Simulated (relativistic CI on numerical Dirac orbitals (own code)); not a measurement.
**Au3+: N6,7 absorption edge**

Computed with this model: Dirac-Coulomb-Breit CI, KLI orbitals optimised for each configuration, model QED, valence Slater integrals scaled by 0.7, multiplet model of core-to-valence dipole absorption; configurations [Xe] 4f14 5d8 → [Xe] 4f13 5d9; 300 K; Lorentzian 0.3 eV and Gaussian 0.3 eV FWHM. Energies are those of the free ion, without screening or charge transfer. The branching ratio is the share of the lower-energy edge in the whole absorption, uncertain by about 0.02 where the edges overlap. S is read from ⟨S²⟩ = S(S + 1).

Field parameters in Wybourne normalisation: D4h B²₀ = −7Ds, B⁴₀ = 21(Dq − Dt), B⁴₄ = 21√(5/14) Dq. The field is a parameter set, without covalency.

free ion: ground-state S = 0.96, centroid 81.69 eV, branching ratio 0.932. Peaks (eV, height): 81.5 (100), 84.9 (8).

D4h, 10Dq = 18600, Ds = -1500, Dt = -570 cm⁻¹: ground-state S = 0.99, centroid 83.57 eV. Peaks (eV, height): 82.3 (100), 83.3 (81), 85.9 (33), 87.0 (20).

D4h, 10Dq = 18600, Ds = -860, Dt = -570 cm⁻¹: ground-state S = 0.99, centroid 83.57 eV. Peaks (eV, height): 82.4 (100), 83.2 (71), 86.0 (32), 86.7 (18).

D4h, 10Dq = 18600, Ds = -210, Dt = -570 cm⁻¹: ground-state S = 0.99, centroid 83.57 eV. Peaks (eV, height): 82.6 (100), 86.2 (31).

D4h, 10Dq = 18600, Ds = 430, Dt = -570 cm⁻¹: ground-state S = 0.99, centroid 83.57 eV. Peaks (eV, height): 82.7 (100), 86.3 (29).

D4h, 10Dq = 18600, Ds = 1710, Dt = -570 cm⁻¹: ground-state S = 0.99, centroid 83.57 eV, branching ratio 0.763. Peaks (eV, height): 82.5 (100), 82.9 (85), 86.1 (34).

Strongest unbroadened transitions for free ion:

| Energy (eV) | Relative strength |
| --- | --- |
| 81.15 | 23.3 |
| 81.50 | 100.0 |
| 81.79 | 2.2 |
| 82.94 | 0.8 |
| 83.68 | 0.1 |
| 84.90 | 7.1 |
| 85.09 | 2.1 |
| 85.78 | 0.0 |
| 86.87 | 0.1 |
| 86.89 | 0.0 |
